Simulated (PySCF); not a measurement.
Species: C2H10B3N3O.
Z-matrix (Å and degrees, PBE0-D3(BJ)/def2-SVP geometry), rows numbered from 1:
```
C 
O   1  1.3904
C   2  1.4031  1  114.10
B   3  1.5857  2  109.66  1   178.28
N   4  1.4311  3  122.72  2   179.80
B   5  1.4267  4  122.16  3   179.65
N   6  1.4262  5  117.58  4     0.02
B   7  1.4296  6  122.62  5    -0.03
N   8  1.4226  7  117.23  6     0.16
H   1  1.0996  2  108.24  3  -179.93
H   1  1.1090  2  111.97  3   -60.44
H   1  1.1090  2  112.01  3    60.58
H   3  1.1130  2  110.89  1   -59.78
H   3  1.1131  2  110.84  1    56.79
H   5  1.0117  4  119.56  3    -0.34
H   6  1.2102  5  121.11  4  -179.93
H   7  1.0110  6  118.66  5  -179.88
H   8  1.2099  7  121.13  6  -179.81
H   9  1.0139  4  116.04  3     0.01
```

A calculation gives these core lines: B 1s: 195.51 (area 1), 195.62 (area 2) eV; C 1s: 291.36 (area 1), 292.12 (area 1) eV; N 1s: 404.46 (area 1), 404.52 (area 2) eV; O 1s: 538.32 eV.

Method used: delta-SCF UKS SCAN, pcX-2 on the ionised atom, pcseg-1 elsewhere, spin-free X2C in PySCF. One conformer (not necessarily the lowest) at the PBE0-D3(BJ)/def2-SVP geometry, without solvent, vibrations or thermal averaging.

Problem. Order the carbon atoms by C 1s binding energy.

Solution. 291.36 eV: C3 (sp3 carbon bound to oxygen); 292.12 eV: C1 (methoxy carbon). Lowest listed C 1s: C3, bonded to O, 2 H and B. Highest, 0.76 eV above it: C1, bonded to O and 3 H.

Bonded neighbours of each site: C1: O and 3 H; O2: 2 C; C3: O, 2 H and B; B4: 2 N and C; N5/N9: H and 2 B; B6/B8: 2 N and H; N7: H and 2 B.

Problem. Express the binding energy of B 1s of B4 in atomic units and per mole.

Solution. 195.51 eV = 7.1849 Eh = 18864 kJ/mol.

Topologically equivalent atoms share the value of their first member; where this conformer doesn't relate them by symmetry, their own values could differ.

The run took 94 s wall on one thread, AMD EPYC 9B14 (x86_64), shared host, and the process peaked at 0.76 GiB of memory.
